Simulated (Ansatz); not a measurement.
F₂S₂W (`[F][W]([F])(=[S])=[S]`), relaxed with RKS PBE0-D4/def2-TZVP in the Gaussian-basis code of Ansatz from a PBE-D4/def2-SVP geometry. The force threshold is 0.005 eV/Å; the program also tests the step.

Total charge 0; spin multiplicity 1. W takes the def2 core potential.

Start:

```xyz
5

F     0.649    0.611    1.714
W     0.044   -0.072    0.086
F     0.148   -1.920   -0.151
S    -1.998    0.514   -0.166
S     1.157    0.866   -1.483
```

Problem. How much energy does the relaxation release, and in how many steps? (Estimate.)

Solution. The calculation gave: 1.32 kcal/mol, in 4 steps.

Problem. Which bonds change most? (Best estimate.)

Solution. Ansatz gave: W2–S4 from 2.140 to 2.111 Å; W2–S5 from 2.140 to 2.111 Å; F1–W2 from 1.866 to 1.842 Å; W2–F3 from 1.866 to 1.842 Å.

Problem. Give the relaxed structure. (An estimate is asked.)

Solution. Ansatz gave: 
```xyz
5

F     0.643    0.563    1.689
W     0.033   -0.054    0.065
F     0.161   -1.883   -0.113
S    -1.987    0.514   -0.165
S     1.149    0.861   -1.476
```
